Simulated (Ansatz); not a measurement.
A nudged elastic band was laid between two geometries of FH3HfO3 (8 atoms, charge 0, multiplicity 1).

The calculation used Ansatz, UKS PBE-D4/def2-SVP.

```json
{
 "movable images": "7",
 "climbing image": "yes",
 "spring": "5.0 eV/Å²",
 "optimiser": "quadratic models (default)",
 "start path": "through a guess of the saddle point",
 "force threshold": "0.05 eV/Å",
 "iteration limit": "60",
 "end points": "relaxed"
}
```

Image 0:

```xyz
8
Properties=species:S:1:pos:R:3
Hf 0.313 -0.193 -0.034
F 1.952 -1.209 -0.225
O -0.749 -0.445 -1.631
H -1.352 -0.504 -2.380
O 0.776 1.672 0.187
O -0.632 -0.849 1.521
H 0.884 2.624 0.297
H -1.192 -1.096 2.266
```

Image 8:

```xyz
8
Properties=species:S:1:pos:R:3
Hf -0.857 0.794 0.162
F 0.235 -2.276 -0.600
O -0.351 0.010 -1.396
H 0.058 -1.420 -1.079
O 0.310 2.330 0.500
O -0.424 -0.638 1.395
H 1.141 2.651 0.112
H -0.112 -1.452 0.905
```

Q: Which bonds break or form, and what moves?

A: Bonds broken: Hf1–F2, O3–H4. Bonds formed: F2–H4. FH3HfO3 becomes FH + H2HfO3.

Q: What energy profile does the band end with?

A: The forces met the threshold. The highest image is number 6 of 0 to 8, 3.24 eV above the first end and 0.14 eV above the last; the last end lies 3.10 eV above the first. Neighbouring images differ by up to 1.5 eV, so the band resolves the path poorly. A vibrational analysis at the climbing image gives one clearly imaginary mode, 124i cm⁻¹: a first-order saddle point. The orbitals stay closed-shell, which can raise the energy where a bond breaks towards radicals; this wasn't checked here.

| image | path coordinate (Å) | energy (eV) | Hf1–F2 (Å) | O3–H4 (Å) | F2–H4 (Å) |
| --- | --- | --- | --- | --- | --- |
| 0 | 0.00 | 0.00 | 1.94 | 0.96 | 4.01 |
| 1 | 0.67 | 0.05 | 1.93 | 0.96 | 3.72 |
| 2 | 1.33 | 0.19 | 1.92 | 0.97 | 3.17 |
| 3 | 2.00 | 0.54 | 1.91 | 0.98 | 2.55 |
| 4 | 2.67 | 1.23 | 1.95 | 0.99 | 1.93 |
| 5 | 3.33 | 2.70 | 2.30 | 1.13 | 1.33 |
| 6 | 4.00 | 3.24 | 2.96 | 1.54 | 0.99 |
| 7 | 4.90 | 3.14 | 3.31 | 1.53 | 0.99 |
| 8 | 5.80 | 3.10 | 3.35 | 1.52 | 1.00 |

Q: What is the geometry of the highest image?

A: 
```xyz
8
Properties=species:S:1:pos:R:3:forces:R:3
Hf -0.953 0.703 0.213 0.00 0.01 0.00
F 0.942 -1.414 -0.613 -0.02 0.01 -0.01
O -0.941 -0.055 -1.438 0.00 0.00 -0.01
H 0.225 -1.024 -1.177 0.02 -0.01 0.01
O 0.539 1.964 0.338 0.00 -0.01 0.00
O -0.812 -0.735 1.533 0.01 -0.01 0.00
H 1.349 2.128 -0.172 0.00 0.00 0.00
H -0.348 -1.567 1.315 0.00 0.00 0.00
```

The band took 20 iterations and about 27 core-minutes.

Time of the run: 7.2 min on 4 threads of Arm Neoverse N1, on a shared host, peak memory 0.2 GiB.
